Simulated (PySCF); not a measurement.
CH3FOZn, SMILES [F][Zn][O]C.

Coordinates come from a B3LYP-D3(BJ)/def2-SVP optimisation. The values are those of a single conformer.

Level of theory: PySCF 2.14.0 with TDDFT-CAM-B3LYP/def2-SVPD.

Vertical excitations. Gas-phase values at a fixed geometry. State labels are in the subgroup Cs.

```tsv
state	symmetry	energy (eV)	λ (nm)	f	main pairs
S1	A"	4.95	250	0.005	HOMO→LUMO 96 %
S2	A'	5.71	217	0.048	HOMO−1→LUMO 92 %
S3	A"	6.58	188	0.006	HOMO→LUMO+1 95 %
S4	A'	6.91	180	0.053	HOMO→LUMO+2 84 %
S5	A'	7.21	172	0.006	HOMO−1→LUMO+1 86 %
S6	A"	7.23	172	0.003	HOMO−1→LUMO+2 95 %
S7	A'	7.40	167	0.019	HOMO−2→LUMO 93 %
S8	A"	7.46	166	0.027	HOMO−3→LUMO 91 %
S9	A"	7.93	156	0.013	HOMO→LUMO+3 92 %
S10	A'	8.45	147	0.037	HOMO−1→LUMO+3 85 %
T1	A"	4.60	269	0	HOMO→LUMO 93 %
T2	A'	5.04	246	0	HOMO−1→LUMO 92 %
T3	A'	6.44	193	0	HOMO→LUMO+2 93 %
T4	A"	6.48	191	0	HOMO→LUMO+1 94 %
```
Triplets are in the Tamm–Dancoff approximation, which puts them higher than full response would, so one can lie above its singlet here.
